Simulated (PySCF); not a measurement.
Compound: CF3C(O)NH2, C2H2F3NO.
Atom-mapped SMILES: `[NH2:1][C:2](=[O:3])[C:4]([F:5])([F:6])[F:7]` (hydrogens: H8, H9 on N1)

Method used: core-valence-separated Tamm–Dancoff BHandHLYP/aug-pcX-1 (pcseg-1 on H) in PySCF, non-relativistic, gas phase, PBE0-D3(BJ)/def2-SVP geometry. No empirical shift is added; at this level the pattern usually sits a few eV under experiment.

Q: Give energies, oscillator strengths and core holes at the C K edge.

A: 
```json
{"E (eV)": "284.89", "f": "0.0804", "core hole on": "C2", "main final orbital": "LUMO+1 (89 %)", "polarisation": "normal to the local trigonal plane"}
{"E (eV)": "289.83", "f": "0.0017", "core hole on": "C2", "main final orbital": "LUMO (92 %)", "polarisation": "in the local trigonal plane"}
{"E (eV)": "290.94", "f": "0.0138", "core hole on": "C2", "main final orbital": "LUMO+2 (68 %)", "polarisation": "in the local trigonal plane"}
{"E (eV)": "291.17", "f": "0.0457", "core hole on": "C4", "main final orbital": "LUMO+1 (74 %)", "polarisation": "–"}
{"E (eV)": "291.17", "f": "0.0076", "core hole on": "C2", "main final orbital": "LUMO+3 (63 %)", "polarisation": "mixed"}
{"E (eV)": "291.41", "f": "0.0034", "core hole on": "C2", "main final orbital": "LUMO+4 (91 %)", "polarisation": "normal to the local trigonal plane"}
{"E (eV)": "292.01", "f": "0.0044", "core hole on": "C2", "main final orbital": "spread", "polarisation": "in the local trigonal plane"}
{"E (eV)": "292.11", "f": "0.0239", "core hole on": "C2", "main final orbital": "spread", "polarisation": "in the local trigonal plane"}
{"E (eV)": "292.12", "f": "0.0846", "core hole on": "C4", "main final orbital": "spread", "polarisation": "–"}
{"E (eV)": "292.43", "f": "0.0045", "core hole on": "C2", "main final orbital": "LUMO+6 (68 %)", "polarisation": "in the local trigonal plane"}
{"E (eV)": "292.68", "f": "0.0008", "core hole on": "C2", "main final orbital": "LUMO+7 (90 %)", "polarisation": "–"}
```

The first line with a tenth or more of the strongest one's intensity is at 284.89 eV (f = 0.080), with the hole on C2 (amide carbonyl carbon), polarised normal to the local trigonal plane: a 1s→π* resonance. The strongest listed is at 292.12 eV (f = 0.085; C4).

Q: List the fluorine K-edge absorption lines.

A: 
| E (eV) | f | core hole on | main final orbital |
| --- | --- | --- | --- |
| 686.40 | 0.0249 | F6 | LUMO+1 (71 %) |
| 686.67 | 0.0216 | F5 | LUMO+1 (70 %) |
| 687.25 | 0.0215 | F7 | spread |
| 687.73 | 0.0032 | F7 | LUMO+1 (60 %) |
| 688.10 | 0.0294 | F6/F7 | LUMO (2 roots, f summed) |
| 688.18 | 0.0015 | F5 | LUMO+2 (31 %) |
| 688.50 | 0.0152 | F5 | LUMO (31 %) |
| 688.72 | 0.0043 | F6 | LUMO (36 %) |
| 688.92 | 0.0039 | F7 | LUMO+2 (52 %) |
| 689.02 | 0.0136 | F5 | LUMO (34 %) |
| 689.23 | 0.0178 | F6 | LUMO+4 (44 %) |
| 689.28 | 0.0049 | F6 | LUMO+2 (34 %) |
| 689.35 | 0.0044 | F5 | LUMO+2 (39 %) |
| 689.45 | 0.0042 | F7 | LUMO+4 (72 %) |

The first line with a tenth or more of the strongest one's intensity is at 686.40 eV (f = 0.025), with the hole on F6 (fluorine of a CF3 group). The strongest listed is at 688.10 eV (f = 0.029, sum of 2; F6/F7).

Q: What does the N 1s absorption edge look like?

A: 
```csv
E (eV),f,core hole on,main final orbital
399.69,0.0249,N1,LUMO+1 (90 %)
400.66,0.0103,N1,LUMO (84 %)
401.52,0.0371,N1,LUMO+2 (32 %)
403.12,0.0088,N1,LUMO+4 (68 %)
403.52,0.0028,N1,LUMO+3 (47 %)
403.90,0.0120,N1,spread
404.13,0.0025,N1,LUMO+2 (51 %)
```

The first line with a tenth or more of the strongest one's intensity is at 399.69 eV (f = 0.025), with the hole on N1 (amide nitrogen). The strongest listed is at 401.52 eV (f = 0.037; N1).

Roots within 0.03 eV whose holes lie on the same, on equivalent or on shared atoms are summed into one line, and the highest roots are left out, as the search may have cut off their partners. Final orbitals are the ground state's empty Kohn–Sham orbitals. A dash: too weak, shared between unlike atoms, or no plane or axis to refer to.

Q: What are the wavelength and the wavenumber of the 291.17 eV line?

A: λ = 12398.42 eV Å/291.17 eV = 42.581 Å; 2.3484 × 10⁶ cm⁻¹.

The list ends where the root search ended, not at a threshold.

Conformer computed: `[NH2:1][C:2](=[O:3])[C:4]([F:5])([F:6])[F:7]`: N1–C2–C4–F5 -133°, H–N1–C2–O3 -1°, H–N1–C2–O3 -177°.

One conformer stands for the species.
